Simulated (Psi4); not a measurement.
Interaction energy of O2S ··· COS (SMILES O=S=O and O=C=S), singlet. Monomers: optimised at B3LYP-D3(BJ) (def2-TZVP), held rigid. Orientation: a higher rigid-body minimum at GFN2-xTB (searched outside a hard wall at short contacts). R is the distance of the centres of mass, along which the second monomer moves. The shortest distances reach bonding range, where SAPT0 and rigid monomers are unreliable.

Geometry at R = 3.36 Å (first 3 atoms: monomer A):
```
6

O     -1.2386    -0.2444     0.0000
S     -0.0002     0.4877     0.0000
O      1.2388    -0.2433     0.0000
O      0.1756     0.8114     2.5227
C      0.0343    -0.2165     3.0313
S     -0.1568    -1.6061     3.7189
```

PBE/def2-TZVP, counterpoise-corrected (Psi4); PBE-D3(BJ)/def2-TZVP, counterpoise-corrected (Psi4); B3LYP-D3(BJ)/def2-TZVP, counterpoise-corrected (Psi4); SAPT0/jun-cc-pVDZ, frozen core (Psi4).

Interaction energies in kJ/mol; the last columns give the difference from SAPT0:

```tsv
R / Å	PBE/def2-TZVP	PBE-D3(BJ)/def2-TZVP	B3LYP-D3(BJ)/def2-TZVP	SAPT0/jun-cc-pVDZ	PBE/def2-TZVP − SAPT0/jun-cc-pVDZ	PBE-D3(BJ)/def2-TZVP − SAPT0/jun-cc-pVDZ	B3LYP-D3(BJ)/def2-TZVP − SAPT0/jun-cc-pVDZ
2.78	115.45	106.45	110.15	99.66	15.79	6.79	10.48
2.95	66.52	58.04	59.42	55.63	10.88	2.40	3.79
3.12	36.14	28.13	27.70	26.94	9.20	1.18	0.76
3.36	12.98	5.93	4.19	4.64	8.34	1.29	-0.45
3.53	4.77	-1.54	-3.54	-2.89	7.66	1.35	-0.65
3.77	-0.77	-6.06	-7.87	-7.17	6.40	1.11	-0.70
4.03	-2.81	-7.06	-8.34	-7.77	4.96	0.71	-0.57
4.39	-3.01	-6.03	-6.63	-6.40	3.38	0.37	-0.23
4.87	-2.12	-3.94	-4.14	-4.26	2.15	0.33	0.13
5.55	-1.07	-1.94	-2.13	-2.35	1.28	0.41	0.23
6.53	-0.47	-0.79	-0.96	-1.11	0.64	0.32	0.15
7.83	-0.23	-0.33	-0.41	-0.50	0.27	0.17	0.09
```

PBE/def2-TZVP is furthest from SAPT0/jun-cc-pVDZ at 2.78 (15.79 kJ/mol, above); its mean absolute difference over the points is 5.91 kJ/mol.

PBE-D3(BJ)/def2-TZVP is furthest from SAPT0/jun-cc-pVDZ at 2.78 (6.79 kJ/mol, above); its mean absolute difference over the points is 1.37 kJ/mol.

B3LYP-D3(BJ)/def2-TZVP is furthest from SAPT0/jun-cc-pVDZ at 2.78 (10.48 kJ/mol, above); its mean absolute difference over the points is 1.52 kJ/mol.
